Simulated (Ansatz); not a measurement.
**From B to In: the atomisation energy (no zero-point term)**

One atom is swapped for its congeners: C3H4B `C#C[B]C`; C3H4Al `C#[C][Al][CH3]`; C3H4Ga `C#[C][Ga][CH3]`; C3H4In `C#[C][In][CH3]`. All are doublets with charge 0.

Shapes, held fixed at every level: PBE0-D4/def2-TZVP. Programs: Ansatz 0.2.0. Values in eV.

```json
{"level": "HF/def2-SVP", "C3H4B": "26.37", "C3H4Al": "24.15", "C3H4In": "22.32"}
{"level": "HF/def2-TZVPP", "C3H4B": "25.87", "C3H4Al": "23.84", "C3H4In": "22.15"}
{"level": "PBE-D4/def2-TZVPP", "C3H4B": "35.47", "C3H4Al": "32.78", "C3H4In": "31.11"}
{"level": "r2SCAN-D4/def2-TZVPP", "C3H4B": "34.71", "C3H4Al": "32.21", "C3H4In": "30.47"}
{"level": "B3LYP-D4/def2-TZVPP", "C3H4B": "34.46", "C3H4Al": "31.97", "C3H4In": "30.25"}
{"level": "wB97X-V/def2-TZVPP", "C3H4B": "34.08", "C3H4Al": "31.84", "C3H4In": "30.26"}
{"level": "B2PLYP/def2-TZVPP", "C3H4B": "34.11", "C3H4Al": "31.74", "C3H4In": "30.06"}
```

(1) Estimate the column for C3H4Ga from its neighbours.

Answers

(1) The mean of the neighbours at B2PLYP/def2-TZVPP is 30.90 eV, against 30.90 from the run. All rows: HF/def2-SVP 23.25; HF/def2-TZVPP 22.95; PBE-D4/def2-TZVPP 31.92; r2SCAN-D4/def2-TZVPP 31.34; B3LYP-D4/def2-TZVPP 31.02; wB97X-V/def2-TZVPP 31.02; B2PLYP/def2-TZVPP 30.90 eV. At B2PLYP/def2-TZVPP the atomisation energy falls at every step, from 34.11 to 30.06 eV. Every level shows the same order. Spin contamination: C3H4B (⟨S²⟩ up to 0.91). Open shells run unrestricted unless RO is named. For atoms past krypton def2 sets carry core potentials with scalar relativity. Relativity is left out for Ga unless named. Correlated rows may include outer-core shells of Ga, In, which these sets cover unevenly. Spin-orbit coupling, which grows down the group, is left out (summed over each molecule's free atoms 0.01, 0.02, 0.08, 0.19 eV).
